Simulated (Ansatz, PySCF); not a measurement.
Reaction (SMILES): N[SiH](N)N → [NH-][SiH](N)N + H+
Structures are relaxed separately at B3LYP-D3(BJ)/def2-TZVP in Ansatz (a first-principles code), one conformer each, not searched for the lowest.

Quantity: gas-phase deprotonation energy (0 K, with B3LYP-D3(BJ) harmonic zero-point energies from PySCF), in eV. Valence correlation only, unless marked. Spin-orbit coupling is left out. No relativistic terms. Anions need diffuse functions: aug- sets have them; def2-D sets add few. CBS marks a two-point X^-3 extrapolation of the correlation energy; Hartree-Fock from the larger set. [CCSD(T)-MP2]/basis is that difference in the basis named.

```
level                                                                             program  gas-phase deprotonation energy (eV)  minus last row
-------------------------------------------------------------------------  --------------  -----------------------------------  --------------
BLYP-D4/def2-TZVPD                                                         Ansatz + dftd4                                16.21           -0.24
BHLYP-D4/def2-TZVPD                                                        Ansatz + dftd4                                16.68            0.23
r2SCAN0-D4/def2-TZVPD                                                      Ansatz + dftd4                                16.57            0.12
B2PLYP-D4/def2-TZVPD                                                       Ansatz + dftd4                                16.39           -0.06
RI-MP2/CBS(aug-cc-pV(T+d)Z,aug-cc-pV(Q+d)Z)                                        Ansatz                                16.34           -0.11
RI-MP2/CBS(aug-cc-pV(T+d)Z,aug-cc-pV(Q+d)Z)+[CCSD(T)-MP2]/aug-cc-pV(D+d)Z          Ansatz                                16.43           -0.02
CCSD(T)/CBS(aug-cc-pV(T+d)Z,aug-cc-pV(Q+d)Z)                                       Ansatz                                16.45            0.00
```
